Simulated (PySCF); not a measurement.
One of the candidates below gave these computed data.

All candidates are C6H7F.

| technique | computed result |
| --- | --- |
| Triplet | lowest triplet excitation (Tamm–Dancoff): 3.44 eV [TDA CAM-B3LYP/def2-SVPD] |
| UV, first state | lowest singlet excitation: 5.60 eV (221 nm, f = 0.001) [TDDFT CAM-B3LYP/def2-SVPD] |
| Polarisability | 80.2 au [CAM-B3LYP/def2-SVPD] |
| Dipole | 1.76 D [CAM-B3LYP/def2-SVPD] |
| Rotational structure | rotational constants A, B, C: 3.834, 2.237, 1.439 GHz [GFN2-xTB] |
| UV, strongest line | among the 8 lowest singlet transitions: S3 at 5.90 eV (210 nm, f = 0.776) [TDDFT CAM-B3LYP/def2-SVPD] |

Electronic properties: PySCF, gas phase, density fitting. Levels stand in brackets. Geometry: GFN2-xTB, one conformer, isolated molecule.

Task: Which candidate is it?
A. `C=C[C@@H]1C=C[C@H]1F`
B. `F[C@@]12CC=C[C@@H]1C2`
C. `C=C[C@H](F)C#CC`
D. `C=CCC1=C(F)C1`
E. `C=C=C(C)C(=C)F`

Result: E. It is `C=C=C(C)C(=C)F`. Numbering: `[CH2:1]=[C:2]=[C:3]([CH3:4])[C:5](=[CH2:6])[F:7]`. Its formula, C6H7F, gives 3 degrees of unsaturation: 0 rings and 3 π bonds in the structure found. The optimised geometry has point group Cs and is an asymmetric top.

The others, at the same levels:
- `F[C@@]12CC=C[C@@H]1C2` fails: its computed lowest singlet excitation is 6.48 eV (191 nm, f = 0.127) (against 5.60 eV), lowest triplet excitation (Tamm–Dancoff) is 4.16 eV (against 3.44 eV) and static isotropic polarisability is 63.5 au (against 80.2 au).
- `C=CCC1=C(F)C1` fails: its computed lowest singlet excitation is 6.27 eV (198 nm, f = 0.036) (against 5.60 eV), lowest triplet excitation (Tamm–Dancoff) is 4.39 eV (against 3.44 eV) and strongest line among the 8 lowest singlet transitions is S8 at 7.78 eV (159 nm, f = 0.226) (against S3 at 5.90 eV).
- `C=C[C@H](F)C#CC` fails: its computed lowest singlet excitation is 6.08 eV (204 nm, f = 0.009) (against 5.60 eV), lowest triplet excitation (Tamm–Dancoff) is 4.42 eV (against 3.44 eV) and strongest line among the 8 lowest singlet transitions is S6 at 7.42 eV (167 nm, f = 0.258) (against S3 at 5.90 eV).
- `C=C[C@@H]1C=C[C@H]1F` fails: its computed lowest singlet excitation is 6.60 eV (188 nm, f = 0.080) (against 5.60 eV), lowest triplet excitation (Tamm–Dancoff) is 4.35 eV (against 3.44 eV) and strongest line among the 8 lowest singlet transitions is S4 at 7.47 eV (166 nm, f = 0.229) (against S3 at 5.90 eV).

Each candidate is one conformer, not necessarily the lowest. Dipoles, sizes and rotational constants follow the conformer. The torsions of the flexible species, by atom-mapped SMILES:
- `[CH2:1]=[C:2]=[C:3]([CH3:4])[C:5](=[CH2:6])[F:7]`: C2–C3–C5–C6 180°
- `[CH2:1]=[CH:2][CH2:3][C:4]1=[C:5]([F:6])[CH2:7]1`: C1–C2–C3–C4 -116°, C2–C3–C4–C5 -86°
- `[CH2:1]=[CH:2][C@H:3]([F:4])[C:5]#[C:6][CH3:7]`: C1–C2–C3–F4 -136°
- `[CH2:1]=[CH:2][C@@H:3]1[CH:4]=[CH:5][C@H:6]1[F:7]`: C1–C2–C3–C4 -133°

The conformers of `F[C@@]12CC=C[C@@H]1C2` aren't listed.
